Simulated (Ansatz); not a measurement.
A structure relaxed at PBE0-D4/def2-TZVP, charge 0, multiplicity 1:

```json
{"atom": "Si1", "x (Å)": "0.751", "y (Å)": "-1.297", "z (Å)": "0.805"}
{"atom": "N2", "x (Å)": "-0.489", "y (Å)": "-0.109", "z (Å)": "0.611"}
{"atom": "C3", "x (Å)": "-0.730", "y (Å)": "0.588", "z (Å)": "-0.608"}
{"atom": "S4", "x (Å)": "0.425", "y (Å)": "2.016", "z (Å)": "-0.797"}
{"atom": "H5", "x (Å)": "2.141", "y (Å)": "-0.765", "z (Å)": "0.886"}
{"atom": "H6", "x (Å)": "0.459", "y (Å)": "-2.026", "z (Å)": "2.065"}
{"atom": "H7", "x (Å)": "0.675", "y (Å)": "-2.201", "z (Å)": "-0.372"}
{"atom": "H8", "x (Å)": "-0.791", "y (Å)": "0.398", "z (Å)": "1.429"}
{"atom": "H9", "x (Å)": "-0.581", "y (Å)": "-0.089", "z (Å)": "-1.450"}
{"atom": "H10", "x (Å)": "-1.751", "y (Å)": "0.971", "z (Å)": "-0.645"}
{"atom": "H11", "x (Å)": "-0.110", "y (Å)": "2.515", "z (Å)": "-1.924"}
```

(1) Give its formula and SMILES.

(2) Summarise the bond lengths by kind.

Results:

(1) CH7NSSi, `[SiH3]NCS`.

(2) 1 × N–Si 1.728 Å; 3 × H–Si 1.485 to 1.490 Å; 1 × C–N 1.425 Å; 1 × H–N 1.009 Å; 1 × C–S 1.847 Å; 2 × C–H 1.091 Å; 1 × H–S 1.344 Å.

All numbers were calculated with Ansatz.
